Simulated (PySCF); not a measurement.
## NbOF3, singlet: data card

These are results of PBE0 in PySCF with Nb def2-SVP with ECP28, O def2-SVP, F def2-SVP; scalar-relativistic core potentials, no spin–orbit coupling; density-fitted integrals, not measurements.

The structure is a minimum.

Z-matrix (Å, degrees; charge 0 multiplicity 1):
```
Nb
O  1 1.6785
F  1 1.8566 2 107.52
F  1 1.8566 2 107.52 3 -120.00
F  1 1.8566 2 107.52 3 120.00
```

```
Point group                                                                   : C3v
Bond lengths                                                                  : Nb–F 1.857 Å (×3), Nb–O 1.679 Å
Bond angles                                                                   : F–Nb–F 111.4° (×3), F–Nb–O 107.5° (×3)
Entropy at 298.15 K and 1 bar                                                 : 322.1 J/(mol K)
Rotational constants                                                          : 0.1109, 0.1109, 0.09435 cm⁻¹
Atomisation energy without zero-point energy                                  : 2504 kJ/mol
Dipole moment                                                                 : 1.26 D
Heat capacity Cp at 298.15 K                                                  : 82.1 J/(mol K)
Zero-point energy                                                             : 26.0 kJ/mol
Lowest empty level                                                            : -2.27 eV
Rotational symmetry number                                                    : 3
Highest occupied level                                                        : -10.69 eV
Principal quadrupole moments (Buckingham, traceless) about the centre of mass : -0.30, 0.15, 0.15 D Å
Principal polarisabilities                                                    : 28.5, 28.5, 34.0 bohr³
Enthalpy at 298.15 K above 0 K                                                : 17.91 kJ/mol
```

Harmonic modes (masses in u: Nb 92.906, O 15.995, F 18.998):
```csv
symmetry,ω (cm⁻¹),"IR (km/mol, summed over degenerate members)",μ (u),type
e,166,24.0,20.45,bend
a1,200,18.9,23.14,bend
e,270,26.7,18.39,bend
a1,710,56.1,19.76,stretch
e,741,362,23.74,stretch
a1,1082,178,18.31,stretch
```

In C3v the vibrations span 3e + 3a1.

Charges (e):
```csv
atom,Mulliken,Löwdin,polar tensor,Mayer order to Nb1
Nb1,1.37,0.56,2.76,–
O2,-0.32,-0.12,-0.78,2.28
"F3,4,5",-0.35,-0.15,-0.66,1.05
```

Mulliken populations on Nb1 (electrons outside its core potential): s 2.20, p 6.43, d 2.83, f 0.16.

Outer orbital energies (eV). occupied: -13.70, -13.08, -12.66, -12.66, -12.58, -10.94, -10.69, -10.69; empty: -2.27, -2.27, -0.58, -0.58.

Formally Nb is in oxidation state +5, d0. The polar-tensor charge on Nb, 2.76, is far below the formal one.

Stability towards spin polarisation was not tested. Other isomers or separated fragments may lie lower.

The final relaxation and frequency run took 61 s on 2 threads of a shared Arm Neoverse N1 host, with 87 basis functions and 12 gradients; the process peaked at 1.2 GiB. Launch command: `OMP_NUM_THREADS=2 python axn.py task.json out`.
